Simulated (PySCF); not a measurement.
Below is a simulated gas-phase S 2p photoelectron spectrum of trifluoromethanesulfonate (`O=S(=O)([O-])C(F)(F)F`).

Every computed line was given a Gaussian of 0.6 eV full width at half maximum and an area set by the number of equivalent atoms (split 2:1 within a doublet); the highest printed point is 100. Method used: PySCF 2.14.0, delta-SCF UKS SCAN, pcX-2 on the ionised atom, pcseg-1 elsewhere, spin-free X2C.

(binding energy (eV), intensity): (168.3, 0), (168.4, 1), (168.5, 4), (168.6, 10), (168.7, 21), (168.8, 39), (168.9, 62), (169.0, 85), (169.1, 100), (169.2, 100), (169.3, 86), (169.4, 64), (169.5, 40), (169.6, 22), (169.7, 12), (169.8, 8), (169.9, 10), (170.0, 17), (170.1, 27), (170.2, 39), (170.3, 48), (170.4, 51), (170.5, 46), (170.6, 36), (170.7, 24), (170.8, 13), (170.9, 7), (171.0, 3), (171.1, 1), (171.2, 0)

Problem. Count the maxima, the lines and the sites behind this envelope.

Solution. The curve has 2 maxima (at 169.2 and 170.4 eV). Under it lie 2 lines from 1 inequivalent sulfur site, drawn as a 2p3/2, 2p1/2 pair.

Problem. Decompose the envelope and assign each component. Numbering: `[O:1]=[S:2](=[O:3])([O-:4])[C:5]([F:6])([F:7])[F:8]`.

Solution. 
```json
{"position (eV)": "169.15", "relative area": "0.67", "line": "S 2p3/2", "atoms": "S2", "environment": "sulfonyl sulfur"}
{"position (eV)": "170.38", "relative area": "0.33", "line": "S 2p1/2", "atoms": "S2", "environment": "sulfonyl sulfur"}
```

Problem. What are the centre and the root-mean-square width of the whole band?

Solution. The area-weighted mean of the lines is 169.56 eV. Their own spread about it is 0.58 eV (rms) and each Gaussian has σ = 0.6/2.355 = 0.25 eV; the variances add, which gives 0.63 eV.

No satellites, vibrations or lifetime broadening are included. The 2p values add to the ΔSCF energy of one spin-free hole a correction within the shell (spin–orbit coupling, ligand field). 2p1/2 minus 2p3/2 (ligand field included): S 1.23 eV. The species carries charge -1, so core ionisation leaves a neutral species. The basis sets have no added diffuse functions. Geometry: GFN2-xTB; no solvent, vibrations or thermal averaging.

On an x86-64 server with one thread, no GPU, shared host, this took 31 s wall.

Shape of the structure used: `[O:1]=[S:2](=[O:3])([O-:4])[C:5]([F:6])([F:7])[F:8]`: O1–S2–C5–F6 60°.
